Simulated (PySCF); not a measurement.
Isomers of C9H8O2, one GFN2-xTB conformer each. Single-point energies are computed at PBE0/pcSseg-1 (PySCF, gas phase, no added dispersion term), electronic only.

Task: Rank them by PBE0/pcSseg-1 energy, lowest first (kcal/mol).
A. `[CH:1]#[C:2][C@@:3]12[CH2:4][CH:5]=[CH:6][C@@H:7]1[C@H:8]2[O:9][CH:10]=[O:11]` with C7–C8–O9–C10 -168°, C8–O9–C10–O11 0°
B. `[CH:1]1=[CH:2][O:3][C:4]([c:5]2[cH:6][cH:7][cH:8][o:9]2)=[CH:10][CH2:11]1` with O3–C4–C5–C6 0°

Result: B (0.0), A (37.3).

As drawn, the lower has an aromatic ring, which the higher lacks; the higher has a three-membered ring, a C=O bond and a C≡C bond, which the lower lacks. GFN2-xTB itself gives, in the same order: 0.0, 43.1. Both levels put the same isomer lowest.

Task: Which frontier levels, dipoles and rotational constants go with these structures?

Result: 
| SMILES | HOMO (eV, PBE0/pcSseg-1) | LUMO (eV) | dipole (D) | A, B, C (MHz) |
| --- | --- | --- | --- | --- |
| C1=COC(c2ccco2)=CC1 | -5.87 | -0.76 | 0.26 | 3400, 705.4, 586.3 |
| C#C[C@@]12CC=C[C@@H]1[C@H]2OC=O | -7.13 | -0.18 | 2.03 | 1570, 947.3, 720.5 |
